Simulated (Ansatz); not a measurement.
`FC[SiH2][AlH][Cl]`, relaxed with RKS PBE-D4/def2-SVP in Ansatz 0.2.0 from a rough embedded geometry. The force threshold is 0.03 eV/Å; the program also tests the step.

The species carries charge 0 and has multiplicity 1.

Start:

```xyz
10

F    -0.986   -0.986   -1.624
C    -0.956    0.323   -1.201
Si    0.632    0.557   -0.294
Al    0.693   -0.877    1.670
Cl   -0.893   -0.740    3.132
H    -0.999    1.030   -2.052
H    -1.807    0.536   -0.495
H     1.774    0.268   -1.107
H     0.718    1.908    0.227
H     1.824   -2.021    1.744
```

| step | energy (eV) | largest force (eV/Å) | largest move (Å) |
| --- | --- | --- | --- |
| 1 | -30805.1355 | 1.395 | 0.000 |
| 2 | -30805.3765 | 0.633 | 0.195 |
| 3 | -30805.4171 | 0.266 | 0.088 |
| 4 (rejected) | -30805.4117 | 0.300 | 0.069 |
| 5 | -30805.4242 | 0.042 | 0.034 |
| 6 | -30805.4343 | 0.085 | 0.099 |
| 7 | -30805.4468 | 0.215 | 0.150 |
| 8 | -30805.4586 | 0.396 | 0.196 |
| 9 | -30805.4768 | 0.299 | 0.164 |
| 10 | -30805.5303 | 0.309 | 0.195 |
| 11 | -30805.6039 | 0.318 | 0.197 |
| 12 | -30805.6582 | 0.316 | 0.195 |
| 13 | -30805.7037 | 0.606 | 0.196 |
| 14 | -30805.7333 | 0.160 | 0.057 |
| 15 | -30805.7394 | 0.122 | 0.103 |
| 16 | -30805.7475 | 0.126 | 0.082 |
| 17 | -30805.7502 | 0.100 | 0.066 |
| 18 | -30805.7516 | 0.077 | 0.048 |
| 19 | -30805.7524 | 0.033 | 0.042 |
| 20 | -30805.7525 | 0.012 | 0.014 |

End:

```xyz
10

F    -1.020   -1.030   -0.243
C    -0.766    0.235   -1.018
Si    0.837    0.938   -0.169
Al    0.408   -1.046    1.215
Cl   -0.705   -0.685    3.004
H    -0.680   -0.110   -2.066
H    -1.695    0.820   -0.885
H     1.929    0.994   -1.206
H     0.549    2.336    0.307
H     1.141   -2.451    1.060
```

Hardware: 4 threads of an Arm Neoverse V2 on a shared host. Wall time 24 s, peak host memory 0.19 GiB.
